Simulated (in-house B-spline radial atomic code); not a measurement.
## RPA and G0W0 on HSE06: the bismuth ion Bi⁴⁺

Configuration [Xe] 4f14 5d10 6s1, highest spin, mean-field start HSE06. Computed with an all-electron radial atomic-structure program (B-spline basis): all electrons, scalar-relativistic (spin-free one-electron X2C), finite nucleus, each spin shell either full or empty, empty states to l = 9 with an (l + 1/2)⁻⁴ tail; G0W0 by contour deformation at full frequency.

Without the two-electron picture change, the correlation of inner shells comes somewhat too large for so heavy an element.

RPA overbinds a lone outer s electron by self-correlation, and G0W0 tends to as well.

Command:
```bash
python run_gw.py task.json out
```
Settings (radii: box in bohr, nucleus in fm):
```
Z                        83
electrons                79
configuration            [Xe] 4f14 5d10 6s1
hamiltonian              x2c
method                   hse06
lmax                     9
rms_radius               5.5211
spin_polarised           True
box_radius               11.96
intervals                67
ion_configuration        [Xe] 4f14 5d10
```

Run time, properties included: 23 s on 1 thread of Arm Neoverse N1 (shared host).

Energies (hartree):

| term | value |
| --- | --- |
| mean-field total | -21531.68832 |
| Hartree-Fock functional on these orbitals | -21526.13844 |
| direct second order | -7.9954 |
| second-order exchange | 1.9841 |
| SOSEX correction | 1.8768 |

(1) What is the RPA correlation energy, and what remains with SOSEX?

Quasi-particle levels (eV):

| level | occupied | mean field | Σx - vxc | Σc | QP weight | G0W0 |
| --- | --- | --- | --- | --- | --- | --- |
| 6s up | yes | -51.94 | -2.69 | ? | ? | ? |
| 5d down | yes | -69.24 | -6.73 | -0.11 | 0.949 | -76.08 |
| 5d up | yes | -69.65 | -6.84 | -0.08 | 0.930 | -76.57 |
| 6s down | no | -48.86 | 6.70 | -2.96 | 0.961 | -45.11 |

G0W0 = mean field + (Σx - vxc) + Σc, with Σc (partial-wave tail included) taken at the quasi-particle energy. Only the outer levels were computed. Levels of low weight are left out.

(2) Where does G0W0 put 6s up?

(3) What does it cost to remove one electron (to [Xe] 4f14 5d10) by differences of total energies, each species on its own start (correlation terms add to the Hartree-Fock functional)?

Results:

(1) RPA gives -7.0857 hartree (-2.44 eV per electron); RPA + SOSEX gives -5.2089, and the second-order doubles -6.0113 hartree (no singles). RPA lacks exchange-type terms and so overcorrelates at short range.

(2) At -56.79 eV, with Σc = -2.15 eV and a quasi-particle weight of 0.968. The tabulated removal energy is 54.856 ± 0.025 eV (NIST, measured); the calculation leaves out spin-orbit coupling, Breit and QED terms, and what these don't explain is the method's own error.

(3) HSE06 56.31 eV, Hartree-Fock functional 54.23 eV, + RPA 56.58 eV, + RPA + SOSEX 55.90 eV, + second order 57.09 eV. Tabulated: 54.856 ± 0.025 eV (NIST, measured); the calculation leaves out spin-orbit coupling, Breit and QED terms, and what these don't explain is the method's own error.
